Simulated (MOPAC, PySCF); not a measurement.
C₂H₅N₃, SMILES `NC(=C=N)N` (N–C–N–H torsion 170°, N–C–N–H torsion 174°), neutral singlet in the gas phase. 

Cartesian coordinates (Å):
```xyz
10

N      2.2567    -0.2926     0.4797
C      1.0747    -0.1485     0.1469
C     -0.2239     0.0274     0.0309
N     -0.8568     1.2868     0.1221
N     -1.1289    -1.0259    -0.2552
H      2.9000    -0.3953    -0.3120
H     -0.2507     2.0131     0.4744
H     -1.2896     1.5681    -0.7511
H     -0.6634    -1.9078    -0.4193
H     -1.8181    -1.1255     0.4835
```
Charge 0, multiplicity 1.

All levels are single points at this geometry (B3LYP-D3(BJ)/def2-TZVP); Pople sets use spherical d functions. Orbital energies aren't observables, and empty levels follow the basis.

PBE-D3(BJ)/def2-TZVP in PySCF gives gap (eV) = 2.84.

Problem. Estimate the gap (eV) from each of these levels: B3LYP-D3(BJ)/def2-TZVP in PySCF; BP86/6-31G* in PySCF; HF/6-31G* in PySCF; HF/STO-3G in PySCF; PM6 in MOPAC.

Solution. 
```
level                            gap (eV)
-------------------------------  --------
B3LYP-D3(BJ)/def2-TZVP in PySCF      4.67
BP86/6-31G* in PySCF                 2.86
HF/6-31G* in PySCF                  12.35
HF/STO-3G in PySCF                  13.73
PM6 in MOPAC                         8.80
```
